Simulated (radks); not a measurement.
All-electron atom: neutral sulfur in [Ne] 3s2 3p4. Method: scalar-relativistic Kohn-Sham, r2SCAN, spin-polarised, spherical densities, finite nucleus; open shells are filled with parallel spins first; meta-GGA in the generalised Kohn-Sham scheme; Fermi nuclear charge, rms radius 3.2611 fm; computed with a radial shooting solver on a logarithmic mesh with Libxc functionals.

Unscreened Slater integrals over Kohn-Sham orbitals (hartree). They are taken over the spin-up orbitals.

integral,value
"F0(3p,3p)",0.44764
"F2(3p,3p)",0.22334
"F0(3p,3s)",0.48474
"G1(3p,3s)",0.31664
"F0(3p,2p)",0.61554
"F2(3p,2p)",0.093470
"G0(3p,2p)",0.036339
"G2(3p,2p)",0.035799
"F0(3s,3s)",0.53212
"F0(3s,2p)",0.70983
"G1(3s,2p)",0.048254
"F0(2p,2p)",2.0782
"F2(2p,2p)",0.96204

Derived for the open shells (J is the average intra-shell exchange parameter used in DFT+U). 3p: J = F2/5 = 0.04467 hartree; in LS coupling 1D lies 6 F2/25 = 0.05360 hartree above 3P.
